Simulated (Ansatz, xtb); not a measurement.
# Relative energy of two isomers of H11OPSi4

Structure a: `[SiH3]O[Si]([SiH3])([SiH3])P`, a singlet. Structure b: `[SiH3]O[SiH2][SiH2]P[SiH3]`, a singlet. Both are isolated molecules in the gas phase, relaxed with r2SCAN-D4/def2-SVP; each stands in its lowest conformer found.

Quicker runs give these differences E(b) − E(a): GFN2-xTB −69.4 kJ/mol; HF/STO-3G −5.5 kJ/mol (at GFN2-xTB geometries); r2SCAN-D4/def2-SVP//GFN2-xTB −22.2 kJ/mol.

Estimate E(b) − E(a) at the level CCSD(T)/def2-SVP + ΔMP2/def2-TZVPP.

Calculated at CCSD(T)/def2-SVP + ΔMP2/def2-TZVPP: E(b) − E(a) = −24.2 kJ/mol, so structure b lies lower.

Level by level:

```csv
level,geometry,E(b) − E(a) (kJ/mol),departure from the last row (kJ/mol),"job, with rough time for the two"
GFN2-xTB,GFN2-xTB,−69.4,−45.2,"optimisation, 0.92 s"
HF/STO-3G,GFN2-xTB,−5.5,+18.8,"single point, 0.54 s"
r2SCAN-D4/def2-SVP//GFN2-xTB,GFN2-xTB,−22.2,+2.1,"single point, 5.4 s"
r2SCAN-D4/def2-SVP,r2SCAN-D4/def2-SVP,−20.4,+3.8,"optimisation, 3.4 min"
HF/def2-SVP,r2SCAN-D4/def2-SVP,−23.5,+0.7,part of the CCSD(T) run
MP2/def2-SVP,r2SCAN-D4/def2-SVP,−25.1,−0.8,part of the CCSD(T) run
CCSD(T)/def2-SVP,r2SCAN-D4/def2-SVP,−20.0,+4.2,single point
CCSD(T)/def2-SVP + ΔMP2/def2-TZVPP,r2SCAN-D4/def2-SVP,−24.2,,"single point, 80 s"
```

As drawn, b has 1 P–Si, 1 Si–H in place of 1 Si–Si, 1 P–H.

None of the levels shown reverses the order. The largest departure from CCSD(T)/def2-SVP + ΔMP2/def2-TZVPP is that of GFN2-xTB, 45.2 kJ/mol. A small imaginary or near-zero mode remains, so no thermal terms are given. The last row adds to CCSD(T) the change of the MP2 difference between the two basis sets, here −4.2 kJ/mol.

The correlated steps freeze 26 core orbitals. Programs: Ansatz 0.2.0, xtb 6.7.1; the last row on 4 threads of Arm Neoverse V1 on a shared host.
